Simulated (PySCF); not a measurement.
## Electron correlation in Te(2+) (tellurium, charge +2)

[Kr] 4d10 5s2 5p2, high-spin 3P determinant. Calculation: PySCF 2.14, in ANO-RCC-VTZP; the spin-free X2C one-electron Hamiltonian (Gaussian nucleus). Frozen: [Ar] 3d10; 22 electrons correlated.

```
  level  correlation energy (mhartree)
   CCSD                        -609.78
    (T)                         -11.93
CCSD(T)                        -621.71
```

Diagnostics: T1 = 0.0057, D1 = 0.0280, largest double amplitude 0.074.

Cost of the coupled-cluster step: roughly 26 core-seconds, for 22 correlated electrons.
